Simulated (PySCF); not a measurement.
A GIAO shielding run with PySCF (density fitting, non-relativistic, gas phase) on SMILES CCOCCCF, C5H11FO:

```
{"job": {"kind": "nmr", "xc": "PBE0", "basis": "pcSseg-1"}, "charge": 0, "multiplicity": 1}
C      2.634153     0.699127    -0.797363
C      1.750421    -0.296087    -0.063740
O      0.409225    -0.058888    -0.425918
C     -0.504017    -0.917062     0.215466
C     -1.916741    -0.525972    -0.209044
C     -2.302327     0.832796     0.356297
F     -2.445664     0.757605     1.723190
H      2.500667     0.589366    -1.869809
H      3.676703     0.526734    -0.545837
H      2.360710     1.712666    -0.517987
H      1.869662    -0.185376     1.026134
H      2.031786    -1.328081    -0.329536
H     -0.300752    -1.963833    -0.062482
H     -0.406448    -0.831488     1.308887
H     -1.960305    -0.472079    -1.296519
H     -2.621507    -1.279982     0.143110
H     -3.264019     1.176612    -0.037062
H     -1.520303     1.570258     0.157226
```

Hardware: 1 thread of an Arm Neoverse V2, shared host. The job also computes population analyses, field gradients.

**Question.** How large is the calculation?

**Answer.** 58 electrons, 174 basis functions and 899 auxiliary functions.

**Question.** How long does it take?

**Answer.** 19 s of wall time, with 14 SCF cycles and 4 response iterations. Times on a shared host scatter by some tens of per cent.
